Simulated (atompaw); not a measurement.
An all-electron radial function and its pseudo partner (V)

Columns: radius, all-electron u(r) and pseudo u(r) of the 4s shell (level -17.88 eV) of vanadium in the configuration [Ne] 3s2 3p6 3d3 4s0 4p0; LDA (PW92), scalar-relativistic, PAW (atompaw) scheme, atompaw 4.2.0.5.

```tsv
r (bohr)	all-electron	pseudo
0.079	-0.0239	-0.2172
0.158	0.1726	-0.4233
0.237	0.1961	-0.6079
0.315	0.0971	-0.7603
0.394	-0.0452	-0.8777
0.473	-0.1770	-0.9534
0.552	-0.2734	-0.9854
0.631	-0.3273	-0.9746
0.710	-0.3412	-0.9241
0.788	-0.3222	-0.8404
0.867	-0.2776	-0.7283
0.946	-0.2150	-0.5964
1.025	-0.1406	-0.4526
1.104	-0.0600	-0.3050
1.183	0.0231	-0.1601
1.262	0.1056	-0.0237
1.340	0.1840	0.0986
1.419	0.2591	0.2078
1.498	0.3287	0.3014
1.577	0.3920	0.3798
1.656	0.4488	0.4447
1.735	0.4990	0.4983
1.813	0.5420	0.5421
1.892	0.5791	0.5791
1.971	0.6101	0.6101
2.050	0.6352	0.6352
```

(1) How many radial nodes do the two functions have?

(2) Is the pseudo-wave norm-conserving?

## Answers

(1) The all-electron 4s function has n − l − 1 = 3; the pseudo-wave has 1, since 1 lower shell of the same l stays in the valence.

(2) No, it belongs to a PAW set: the norm inside the radius is not constrained, and the difference is carried by the augmentation charge.
